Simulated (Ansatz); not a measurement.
Cost and result up the ladder for the cluster Hf₂Si₂ (the lowest singlet isomer of a short search) (4 atoms). Total charge 0; singlet. Geometry: PBE-D4/def2-SVP.

```xyz
4

Hf    1.193    0.630   -0.883
Hf   -0.588    0.787    1.279
Si   -1.219   -0.093   -0.998
Si    0.614   -1.324    0.602
```

Ansatz on 4 threads of Arm Neoverse V2 on a shared host. Times are rough, and most runs start from the orbitals of an earlier one. ωB97X-V/def2-TZVP serves as the yardstick here, not as an exact answer. Differences are given only for rows in sets of like size (and for xTB, whose basis is part of the method), since another set adds its own error. Binding counts from free atoms at the same level (Hf triplet, Si triplet; other spins of the atoms weren't run), without zero-point energy or a counterpoise term.

In the def2 sets Hf takes a core potential; there is no spin–orbit coupling. HSE06 is defined as in plane-wave codes, on full-range PBE exchange. Correlated methods freeze 10 core orbitals; core or outer-core shells of Hf are correlated, in sets that lack core-valence functions. The structure comes from a short search, and lower isomers may exist.

Run but left out: r2SCAN-D4/def2-TZVP, MP2/def2-TZVP, CCSD(T)/def2-TZVPP (restricted singlet, unstable towards broken spin symmetry); B2PLYP/def2-TZVP (restricted singlet, unstable in another Hartree–Fock run and untested here).

Correlated methods converge slowly with the basis.

```json
{"level": "PBE-D4/def2-TZVPD", "functions": "172", "binding energy per atom (eV)": "3.31", "difference from ωB97X-V/def2-TZVP (eV)": "0.57", "remarks": "–"}
{"level": "PBE0-D4/def2-SVP", "functions": "100", "binding energy per atom (eV)": "2.93", "difference from ωB97X-V/def2-TZVP (eV)": "–", "remarks": "–"}
{"level": "RPA@PBE/def2-TZVP", "functions": "154", "binding energy per atom (eV)": "2.73", "difference from ωB97X-V/def2-TZVP (eV)": "-0.01", "remarks": "test for broken spin undecided"}
{"level": "r2SCANh-D4/def2-TZVP", "functions": "154", "binding energy per atom (eV)": "2.99", "difference from ωB97X-V/def2-TZVP (eV)": "0.25", "remarks": "–"}
{"level": "PBE0-D4/def2-TZVP (with forces)", "functions": "154", "binding energy per atom (eV)": "3.01", "difference from ωB97X-V/def2-TZVP (eV)": "0.28", "remarks": "–"}
{"level": "HSE06-D4/def2-TZVP", "functions": "154", "binding energy per atom (eV)": "3.03", "difference from ωB97X-V/def2-TZVP (eV)": "0.29", "remarks": "–"}
{"level": "PBE-D4/def2-SVP", "functions": "100", "binding energy per atom (eV)": "3.25", "difference from ωB97X-V/def2-TZVP (eV)": "–", "remarks": "–"}
{"level": "PBE-D4/def2-TZVP", "functions": "154", "binding energy per atom (eV)": "3.31", "difference from ωB97X-V/def2-TZVP (eV)": "0.57", "remarks": "–"}
{"level": "PBE0-D4/def2-TZVPD", "functions": "172", "binding energy per atom (eV)": "3.02", "difference from ωB97X-V/def2-TZVP (eV)": "0.28", "remarks": "–"}
{"level": "CAM-B3LYP-D4/def2-TZVP", "functions": "154", "binding energy per atom (eV)": "2.55", "difference from ωB97X-V/def2-TZVP (eV)": "-0.19", "remarks": "–"}
{"level": "ωB97X-V/def2-TZVP", "functions": "154", "binding energy per atom (eV)": "2.74", "difference from ωB97X-V/def2-TZVP (eV)": "0.00", "remarks": "–"}
{"level": "r2SCAN-D4/def2-TZVPD", "functions": "172", "binding energy per atom (eV)": "3.09", "difference from ωB97X-V/def2-TZVP (eV)": "0.36", "remarks": "–"}
```

Question: Estimate how long each takes.

Answer: PBE-D4/def2-SVP 1.3 s; PBE0-D4/def2-SVP 1.4 s; PBE-D4/def2-TZVP 1.8 s; PBE-D4/def2-TZVPD 2 s; HSE06-D4/def2-TZVP 2.2 s; PBE0-D4/def2-TZVPD 2.4 s; PBE0-D4/def2-TZVP (with forces) 3 s; CAM-B3LYP-D4/def2-TZVP 3 s; RPA@PBE/def2-TZVP 3.7 s; r2SCANh-D4/def2-TZVP 4 s; r2SCAN-D4/def2-TZVPD 4.2 s; ωB97X-V/def2-TZVP 11 s. On shared hardware such times vary by a factor of up to 3.
